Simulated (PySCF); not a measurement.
Vertical excitations of a molecule C4H10S from TDA-CAM-B3LYP/def2-SVPD (PySCF), as energy in eV (oscillator strength): 5.46 (0.005), 6.18 (0.037), 7.20 (0.030), 7.55 (0.002), 7.73 (0.036), 8.03 (0.013), 8.12 (0.072), 8.40 (0.106), 8.50 (0.006), 8.58 (0.160). Lowest triplet (TDA): 4.99 eV. Coordinates come from a PBE0-D3(BJ)/def2-SVP optimisation. Other conformers were not sampled.

### Question
Which structure fits?
A) CC[C@H](C)S
B) CCSCC
C) CC(C)(C)S
D) CCCSC

### Answer
C, CC(C)(C)S
